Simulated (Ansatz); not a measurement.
Compare A (`O[SiH](O)S[SiH3]`) with its isomer B (`O[SiH2]O[SiH2]S`).

Gas-phase electronic energies from Ansatz, PBE0-D4/def2-TZVP geometries. CBS: MP2 limit from def2 TZ/QZ plus the TZ coupled-cluster correction, frozen cores. Functionals use def2-TZVPP. B3LYP here is the variant with VWN-RPA as its local correlation; programs differ in this. One conformer a species, not always the lowest.

Question: Which isomer does CCSD(T)/CBS put lower? Give the gap. (An estimate is asked.)

Answer: Computed: B, by 10.6 kcal/mol.

Question: Give E(B) − E(A) in kcal/mol with B3LYP-D4, B2PLYP, CCSD(T)/def2-SVP, MP2/def2-TZVPP, PBE0-D4, LDA (SPW92), CCSD(T)/def2-TZVPP. (An estimate is asked.)

Answer: The calculation gave: B3LYP-D4 -11.5, B2PLYP -11.6, CCSD(T)/def2-SVP -11.9, MP2/def2-TZVPP -10.5, PBE0-D4 -8.1, LDA (SPW92) -8.0, CCSD(T)/def2-TZVPP -11.2. None reverses the order clearly.

Question: Does the order hold for the free energy at 298.15 K (harmonic terms from PBE0-D4)? (An estimate is asked.)

Answer: Ansatz gave: Yes: G(B) − G(A) = -10.6 kcal/mol, for one conformer each. Modes under 60 cm⁻¹, often nearly free rotors, make the harmonic entropy too high.

Largest T1 diagnostic: 0.012.

From PBE to PBE0 (25 % exact exchange), in def2-TZVPP and without D4, E(B) − E(A) moves by −0.8 kcal/mol. At CCSD(T), def2-SVP lies −1.3 kcal/mol from the extrapolated value and def2-TZVPP −0.6 kcal/mol.
